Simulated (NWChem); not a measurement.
System meant: digermane (Ge2H6); SMILES [GeH3][GeH3]

Here is an NWChem input.

```
start job
memory heap 200 mb stack 900 mb global 1100 mb
geometry units angstroms noautoz
  Ge     0.000000     0.000000    -1.224586
  Ge     0.000000     0.000000     1.224586
  H     -1.022706     1.024225    -1.771136
  H     -0.375651    -1.397802    -1.771136
  H      1.398358     0.373577    -1.771136
  H      0.373577     1.398358     1.771136
  H      1.024225    -1.022706     1.771136
  H     -1.397802    -0.375651     1.771136
end
basis spherical
  * library def2-svp
end
dft
  xc b3lyp
  iterations 4
  mulliken
end
task dft energy
```

End of the output:

```
    Atom       Charge   Shell Charges
 -----------   ------   -------------------------------------------------------
    1 Ge  32    31.83   2.00  2.00  1.94  0.77  0.36  5.99  5.82  1.45  1.31  7.79  2.04  0.36
    2 Ge  32    31.83   2.00  2.00  1.94  0.77  0.36  5.99  5.82  1.45  1.31  7.79  2.04  0.36
    3 H    1     1.06   0.61  0.42  0.03
    4 H    1     1.06   0.61  0.42  0.03
    5 H    1     1.06   0.61  0.42  0.03
    6 H    1     1.06   0.61  0.42  0.03
    7 H    1     1.06   0.61  0.42  0.03
    8 H    1     1.06   0.61  0.42  0.03

 center of mass
 --------------
 x =   0.00000000 y =  -0.00000000 z =  -0.00000000

 moments of inertia (a.u.)
 ------------------
         882.092346587303           0.000000000000          -0.000000000000
           0.000000000000         882.092346587303           0.000000000000
          -0.000000000000           0.000000000000          45.238711982708

     Multipole analysis of the density
     ---------------------------------

     L   x y z        total         alpha         beta         nuclear
     -   - - -        -----         -----         ----         -------
     0   0 0 0      0.000000    -35.000000    -35.000000     70.000000

     1   1 0 0      0.000000      0.000000      0.000000      0.000000
     1   0 1 0     -0.000000     -0.000000     -0.000000     -0.000000
     1   0 0 1      0.000000      0.000000      0.000000      0.000000

     2   2 0 0    -29.573437    -26.008585    -26.008585     22.443734
     2   1 1 0      0.000000      0.000000      0.000000     -0.000000
     2   1 0 1     -0.000000     -0.000000     -0.000000      0.000000
     2   0 2 0    -29.573437    -26.008585    -26.008585     22.443734
     2   0 1 1      0.000000      0.000000      0.000000     -0.000000
     2   0 0 2    -30.416096   -220.181126   -220.181126    409.946156

 ------------------------------------------------------------------------
 dft energy failed                                                                                  0
 ------------------------------------------------------------------------
 ------------------------------------------------------------------------
  current input line :
    21: task dft energy
 ------------------------------------------------------------------------
 ------------------------------------------------------------------------
 This type of error is most commonly associated with calculations not reaching convergence criteria
 ------------------------------------------------------------------------
 For more information see the NWChem manual at https://nwchemgit.github.io

0:dft energy failed:Received an Error in Communication
```

Problem. Find the fault in this run and fix the input.

Solution. Convergence was not reached. Cause: the SCF was allowed too few iterations. This input runs:
```
start job
memory heap 200 mb stack 900 mb global 1100 mb
geometry units angstroms noautoz
  Ge     0.000000     0.000000    -1.224586
  Ge     0.000000     0.000000     1.224586
  H     -1.022706     1.024225    -1.771136
  H     -0.375651    -1.397802    -1.771136
  H      1.398358     0.373577    -1.771136
  H      0.373577     1.398358     1.771136
  H      1.024225    -1.022706     1.771136
  H     -1.397802    -0.375651     1.771136
end
basis spherical
  Ge library def2-svp
  H library def2-svp
end
dft
  xc b3lyp
  iterations 150
  mulliken
end
task dft energy
```
It converges to -4157.17549 Ha (B3LYP/def2-SVP).
